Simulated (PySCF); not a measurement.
Si(Et)2(OH)(NH2), SMILES C([Si](N)(O)CC)C at its GFN2-xTB optimised geometry (Å):

```
20

C      0.9886     0.1517     1.2103
C      0.3932    -0.5603     0.0000
Si    -1.5141    -0.5603     0.0000
N     -2.0531    -1.3650     1.4260
O     -2.0751     0.9874     0.0000
C     -2.2140    -1.5269    -1.4855
C     -1.8786    -0.8977    -2.8338
H      0.7228    -0.3720     2.1248
H      2.0751     0.1930     1.1451
H      0.6108     1.1692     1.2814
H      0.7618    -0.0738    -0.9053
H      0.7694    -1.5819    -0.0267
H     -3.0335    -1.5814     1.5043
H     -1.7171    -1.0216     2.3110
H     -1.8704     1.5819    -0.7166
H     -1.8422    -2.5499    -1.4716
H     -3.2983    -1.5932    -1.3914
H     -2.2921     0.1068    -2.9041
H     -0.8014    -0.8348    -2.9720
H     -2.2900    -1.4871    -3.6520
```

Calculation: PBE0/def2-SVP (PySCF). Cells within 0.4 Å of a nucleus heavier than hydrogen are left out (blank, or x).

Map of the Laplacian of the electron density (e/bohr⁵) on the plane z = 1.5 Å:

```
|777777777777777777777777777|
|777777777777777777777777777|
|777777777777777777777777777|
|777777777777777777777777777|
|777777777777777777777777777|
|777777777777777777777777777|
|777777777777778887777777777|
|777777888777888888877777777|
|777778888888888888887777777|
|777788888888888688888877777|
|777788888888886278888887777|
|777788888888888569888887777|
|7777888888888897x6778887777|
|7778888888888886x5778887777|
|778888899888888668888887777|
|778889989988888888888887777|
|7888985x5998888888888877777|
|788840xxx998888888887777777|
|7888024x2988888888777777777|
|788889988888877777777777777|
|778888888888877777777777777|
|777888888888777777777777777|
|777778888877777777777777777|
|777777777777777777777777777|
|777777777777777777777777777|
|777777777777777777777777777|
|777777777777777777777777777|
```
Scale: ten equal steps from -1.12 (start of '0') to 0.285 (end of '9'), in the order '0123456789'; x runs from -4.50 to 4.50, y from -4.50 (bottom) to 4.50 (top).
